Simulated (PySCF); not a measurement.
## Electron correlation in Pd²⁺ (palladium, charge +2)

[Kr] 4d8, high-spin 3F determinant. Computed with PySCF 2.14 in x2c-TZVPPall with one added diffuse shell each of s, p, d, f type (9s7p7d3f1g, 95 functions), with scalar relativity by spin-free X2C-1e. Frozen: [Ar] 3d10; 16 electrons correlated.

```csv
level,correlation energy (mhartree)
CCSD,-494.06
(T),-10.53
CCSD(T),-504.59
```

Diagnostics: T1 = 0.0042, D1 = 0.0075, largest double amplitude 0.019.

Question: Is a single reference adequate?

Answer: Yes, within this model without spin-orbit coupling: T1 lies below 0.03 and no double amplitude reaches 0.07.

This basis was not built for core-valence correlation, so the inner-shell part is incomplete.
